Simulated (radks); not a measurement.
Polarisability of the nickel ion Ni8+, [Ar] 3d2, at imaginary frequency. All-electron calculation, non-relativistic Kohn-Sham, exchange-only LDA, spin-polarised, spherical densities, point nucleus; open shells are filled with parallel spins first. Program: a radial shooting solver on a logarithmic mesh with Libxc functionals. Response by self-consistent Sternheimer equations with the Hartree and adiabatic exchange-only LDA kernel.

w (hartree)  alpha1(iw) (bohr^3)
0.00266                   0.4039
0.0143                    0.4038
0.0360                    0.4038
0.0697                    0.4037
0.118                     0.4034
0.186                     0.4026
0.280                     0.4011
0.413                     0.3979
0.605                     0.3914
0.892                     0.3779
1.35                      0.3504
2.12                      0.2968
3.59                      0.2090
6.94                      0.1049
17.5                     0.02874

Static values: alpha1 = 0.4039 bohr^3 (0.05984 angstrom^3; uncoupled 0.5867). C6 = 0.4711, triple-dipole C9 = 0.1358 atomic units. One-pole (London) frequency 4 C6 / (3 alpha1^2) = 3.851 hartree, against 6.482 for minus the highest occupied eigenvalue. The dipole shielding factor is 0.715, as the force sum rule N/Z = 0.714 demands.
